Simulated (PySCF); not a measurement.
Ranking problems on computed properties.

Each SMILES stands for a single optimised conformer of the isolated species (atoms past krypton carry core potentials, spin–orbit coupling is left out). Electronic properties by PySCF.

Dipoles, sizes and rotational constants follow the conformer. The torsions of the flexible species, by atom-mapped SMILES:
- `[CH3:1][S:2][B:3]([OH:4])[OH:5]`: C1–S2–B3–O4 -2°, H–O4–B3–S2 -1°, H–O5–B3–S2 0°
- `[OH:1][B:2]([OH:3])[CH2:4][SH:5]`: O1–B2–C4–S5 -75°, H–O1–B2–O3 -2°, H–O3–B2–O1 3°, H–S5–C4–B2 59°
- `[CH3:1][CH2:2][O:3][SiH2:4][C:5]#[C:6][SiH2:7][OH:8]`: C1–C2–O3–Si4 -173°, C2–O3–Si4–C5 56°, H–O8–Si7–C6 54°
- `[CH3:1][B:2]([OH:3])[OH:4]`: H–O3–B2–C1 -2°, H–O4–B2–C1 2°
- `[CH3:1][CH2:2][C:3]([CH3:4])([CH3:5])[F:6]`: C1–C2–C3–C4 174°
- `[CH3:1][CH2:2][CH2:3][CH2:4][CH2:5][F:6]`: C1–C2–C3–C4 180°, C2–C3–C4–C5 -179°, C3–C4–C5–F6 60°
- `[CH3:1][CH2:2][CH:3]([F:4])[CH2:5][CH3:6]`: C1–C2–C3–F4 -59°, C2–C3–C5–C6 179°

The conformers of `N[SiH2]O[SiH](O[SiH3])O[SiH3]` aren't listed.

Task: Rank by dipole moment, highest first (CAM-B3LYP/def2-SVPD at PBE0-D3(BJ)/def2-SVP geometries).
A. `CSB(O)O`
B. `[Cl][Sc]([Cl])[Cl]`
C. `C#C[C@]1(C)C[SiH2]1`
D. `OB(O)CS`
E. `[Cl][Ag]<-[AsH3]`
F. `CCO[SiH2]C#C[SiH2]O`
G. `CB(O)O`

Result: E (9.04 D), D (3.44 D), G (2.84 D), A (2.66 D), C (1.10 D), F (0.35 D), B (0.07 D).

Task: Rank by HOMO energy, lowest first (CAM-B3LYP/def2-SVPD at PBE0-D3(BJ)/def2-SVP geometries).
A. `CCC(C)(C)F`
B. `OB(O)CS`
C. `CO[As](OC)OC`
D. `C[Si]([SiH3])([SiH3])[SiH3]`

Result: A (-10.39 eV), D (-8.97 eV), C (-8.64 eV), B (-7.96 eV).

Task: Rank by HOMO–LUMO gap, highest first (CAM-B3LYP/def2-SVPD at PBE0-D3(BJ)/def2-SVP geometries).
A. `C(CCF)CC`
B. `C[Si]([SiH3])([SiH3])[SiH3]`
C. `N[SiH2]O[SiH](O[SiH3])O[SiH3]`
D. `CB(O)O`
E. `CO[As](OC)OC`

Result: A (11.87 eV), D (11.01 eV), C (10.09 eV), B (9.60 eV), E (9.50 eV).

Task: Rank by smallest rotational constant, lowest first (PBE0-D3(BJ)/def2-SVP).
A. `CCC(C)(C)F`
B. `C[Si]([SiH3])([SiH3])[SiH3]`
C. `CB(O)O`
D. `C(C)C(CC)F`
E. `B(O)(O)SC`
F. `C#C[C@]1(C)C[SiH2]1`
G. `[OH][Cu]<-[AsH3]`

Result: B (1.057 GHz), G (1.534 GHz), D (1.672 GHz), F (1.872 GHz), E (2.082 GHz), A (2.555 GHz), C (4.564 GHz).

Task: Rank by static isotropic polarisability, lowest first (CAM-B3LYP/def2-SVPD at PBE0-D3(BJ)/def2-SVP geometries).
A. `CB(O)O`
B. `OB(O)CS`
C. `C(#C[SiH2]OCC)[SiH2]O`
D. `CCCCCF`
E. `[Si]([SiH3])([SiH3])([SiH3])C`
F. `N[SiH2]O[SiH](O[SiH3])O[SiH3]`
G. `CO[As](OC)OC`

Result: A (35.9 au), B (56.3 au), D (64.5 au), G (81.9 au), C (108.7 au), F (115.4 au), E (134.9 au).

Task: Rank by lowest triplet excitation (Tamm–Dancoff), highest first (TDA CAM-B3LYP/def2-SVPD at PBE0-D3(BJ)/def2-SVP geometries).
A. `[SiH3][Si](C)([SiH3])[SiH3]`
B. `CCCCCF`
C. `[Cl][Ag]<-[AsH3]`
D. `OB(O)SC`
E. `OB(O)CS`
F. `B(O)(O)C`
G. `N[SiH2]O[SiH](O[SiH3])O[SiH3]`
H. `[Cl][Sc]([Cl])[Cl]`

Result: B (8.59 eV), F (7.70 eV), G (6.44 eV), A (5.81 eV), D (5.42 eV), C (5.07 eV), E (4.86 eV), H (4.62 eV).

Task: By how much do the two ends of that ranking differ?

Result: By 3.97 eV, between `CCCCCF` and `[Cl][Sc]([Cl])[Cl]`.
